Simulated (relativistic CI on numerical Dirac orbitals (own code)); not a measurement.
**Spin-allowed bands of a d3 ion in an octahedral site, by hand**

Problem. A d3 ion in an octahedral site has a 4A2 ground term and spin-allowed bands at ν1 = 9900 and ν2 = 15373 cm⁻¹ (from a computed ligand-field model). Find Δ and the Racah parameter B, and predict the third band.

Working.
1. The F term splits into A2 (−1.2Δ), T2 (−0.2Δ) and T1 (+0.6Δ), so ν1 = E(T2) − E(A2) = Δ = 9900 cm⁻¹.
2. T1(F) mixes with T1(P), which lies at 15B, through an element 0.4Δ. The two roots, counted from A2, are ν2,3 = ½(15B + 3Δ) ∓ ½√[(15B − Δ)² + 12BΔ].
3. Solving the lower root for B gives B = (2ν1² + ν2² − 3ν1ν2)/(15ν2 − 27ν1) = -24228971/-36705 = 660 cm⁻¹.
4. The sum of the roots is 15B + 3Δ, so ν3 = 15B + 3ν1 − ν2 = 24229 cm⁻¹ (413 nm).

Check. The bands were computed by exact diagonalisation of the d3 shell with B = 660 and Δ = 9900 cm⁻¹, which gives ν3 = 24227 cm⁻¹. C does not enter the terms of highest spin.
